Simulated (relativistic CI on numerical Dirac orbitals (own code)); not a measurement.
**Rh⁺: 3d photoemission**

Computed with this model: Dirac-Coulomb-Breit CI, separate exchange-only KLI orbitals for each configuration, QED by a radiative potential, valence Slater integrals scaled by 0.7, multiplet model of photoemission in the sudden approximation; configurations [Kr] 4d8 → [Ar] 3d9 4s2 4p6 4d8; 300 K; Lorentzian 0.21 eV and Gaussian 0.5 eV FWHM. Energies are those of the free ion, without screening or charge transfer. The energies are binding energies and can lie tens of eV above those of solids. S is read from ⟨S²⟩ = S(S + 1).

Field parameters in Wybourne normalisation: D4h B²₀ = −7Ds, B⁴₀ = 21(Dq − Dt), B⁴₄ = 21√(5/14) Dq. The field is a parameter set, without covalency.

Computed curve for free ion, scaled to 100 at the maximum (points under 2 are left out and the grid is thinned):

(Energy (eV), Intensity): (322.1, 2.2), (322.3, 3.3), (322.6, 8.2), (322.8, 20.6), (323.0, 51.9), (323.3, 100.0), (323.5, 84.3), (323.8, 41.1), (324.0, 25.7), (324.2, 18.1), (324.5, 15.0), (324.7, 12.4), (324.9, 10.0), (325.2, 10.3), (325.4, 11.5), (325.6, 12.8), (325.9, 19.0), (326.1, 22.7), (326.3, 20.2), (326.6, 11.1), (326.8, 7.3), (327.1, 5.2), (327.3, 5.1), (327.5, 4.1), (327.8, 2.4), (328.0, 2.5), (328.2, 3.7), (328.5, 8.9), (328.7, 15.1), (328.9, 23.3), (329.2, 50.0), (329.4, 69.8), (329.6, 63.6), (329.9, 23.3), (330.1, 10.6), (330.4, 8.5), (330.6, 8.8), (330.8, 7.0), (331.1, 3.4), (331.3, 2.1)

The ground state has S = 1.00, and the centroid lies at 326.05 eV.
